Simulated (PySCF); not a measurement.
**Bond length, frequency and bond energy of RbGe by level of theory**

State: ⁴Σ⁻ (quartet), unpaired electrons σ ↑, π ↑↑. Set-up: Rb def2-SVP with ECP28, Ge def2-SVP; scalar-relativistic core potentials (PySCF 2.14). De refers to Rb + Ge in their high-spin ground configurations, without counterpoise correction. The functionals are run spin-unrestricted. A positive dipole means Rb(−)Ge(+).

| Level | Re (Å) | ωe (cm⁻¹) | De (eV) | μ (D) | CPU s a point (SCF and correlation, without the integrals) |
| --- | --- | --- | --- | --- | --- |
| UHF | 3.351 | 122 | 1.05 | -12.04 | 0.16 |
| UHF-MP2 | 3.268 | 128 | 1.33 | n/a | 0.3 |
| UHF-SCS-MP2 | 3.281 | 127 | 1.21 | n/a | n/a |
| PBE | 3.270 | 117 | 1.47 | -9.11 | 0.66 |
| TPSS | 3.272 | 119 | 1.57 | -9.88 | 0.96 |
| r²SCAN | 3.269 | 122 | 1.61 | -10.52 | 0.92 |
| PBE0 | 3.254 | 123 | 1.46 | -10.15 | 0.98 |
| M06 | 3.209 | 131 | 1.38 | -10.35 | 1.1 |
| LC-ωPBE | 3.229 | 131 | 1.52 | -11.49 | 0.82 |
| B2PLYP | 3.274 | 122 | 1.24 | -10.57 | 0.7 |

(1) What does the step from GGA to meta-GGA do here, going from PBE to r²SCAN?

(2) What does second-order correlation do here, going from UHF to UHF-MP2?

Correlated steps freeze 9 core orbitals. Correlated levels converge slowly with the basis: in double zeta they bind strong bonds too weakly, by up to about 1 eV, and carry superposition errors of some tenths. Spin–orbit coupling is left out. B2PLYP dipoles, levels and charges come from its SCF part alone. The state was picked by a PBE0 search and need not be the measured ground state.

The whole job (state search and all levels along the bond) took about 2.4 min on 1 thread of Arm Neoverse V2 (shared host), peak memory 0.81 GiB.

## Answers

(1) r²SCAN less PBE: -0.1 pm in Re, +4.3 % in ωe, +0.14 eV in De. 

(2) UHF-MP2 less UHF: -8.3 pm in Re, +4.9 % in ωe, +0.28 eV in De. Correlation nearly always deepens the well. The bond shortens, as in weak, metallic or heavy-atom bonds, where dispersion and the correlation of outer-core electrons pull the atoms together.
